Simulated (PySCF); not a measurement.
silole (C₄H₆Si), SMILES [SiH2]1C=CC=C1.

Geometry: PBE-D3(BJ)/def2-SVP.

Method: PBE-D3(BJ)/def2-SVP (PySCF).

Frequencies are harmonic and unscaled.

| mode | ν (cm⁻¹) | IR (km/mol) | Raman (Å⁴/amu) | depolarisation | moving atoms (share of kinetic energy) |
|---|---|---|---|---|---|
| 1 | 234 | 0.3 | 2.7 | 0.75 | H 54 %, C 45 % |
| 2 | 370 | 0.0 | 4.6 | 0.75 | H 56 %, C 44 % |
| 3 | 482 | 14.3 | 3.7 | 0.48 | Si 49 %, C 45 % |
| 4 | 521 | 3.8 | 0.0 | – | H 63 %, C 20 %, Si 16 % |
| 5 | 609 | 2.4 | 1.7 | 0.75 | C 66 %, Si 28 % |
| 6 | 653 | 0.0 | 18.4 | 0.75 | H 74 %, C 26 % |
| 7 | 672 | 9.5 | 14.7 | 0.75 | H 81 %, C 19 % |
| 8 | 704 | 139.1 | 2.2 | 0.75 | H 79 %, C 16 % |
| 9 | 733 | 0.0 | 0.0 | – | H 75 %, C 25 % |
| 10 | 735 | 0.0 | 15.3 | 0.16 | C 68 %, H 22 %, Si 9 % |
| 11 | 852 | 64.9 | 0.6 | 0.75 | C 46 %, H 40 %, Si 14 % |
| 12 | 896 | 66.8 | 32.7 | 0.65 | H 92 % |
| 13 | 943 | 17.1 | 3.4 | 0.00 | C 56 %, H 42 % |
| 14 | 962 | 0.3 | 0.6 | 0.75 | H 79 %, C 21 % |
| 15 | 967 | 0.0 | 2.0 | 0.75 | H 71 %, C 29 % |
| 16 | 1060 | 9.4 | 8.2 | 0.31 | H 94 % |
| 17 | 1067 | 2.3 | 11.4 | 0.75 | H 81 %, C 19 % |
| 18 | 1247 | 5.7 | 1.7 | 0.75 | H 70 %, C 29 % |
| 19 | 1312 | 8.0 | 7.0 | 0.73 | H 53 %, C 47 % |
| 20 | 1513 | 2.4 | 70.8 | 0.18 | C 97 % |
| 21 | 1581 | 1.2 | 1.1 | 0.75 | C 90 %, H 10 % |
| 22 | 2154 | 91.5 | 134.0 | 0.75 | H 96 % |
| 23 | 2154 | 84.2 | 258.7 | 0.11 | H 98 % |
| 24 | 3079 | 10.2 | 103.6 | 0.75 | H 92 %, C 8 % |
| 25 | 3092 | 24.5 | 227.2 | 0.26 | H 92 %, C 8 % |
| 26 | 3151 | 2.2 | 0.0 | – | H 91 %, C 9 % |
| 27 | 3152 | 1.1 | 284.2 | 0.25 | H 91 %, C 9 % |
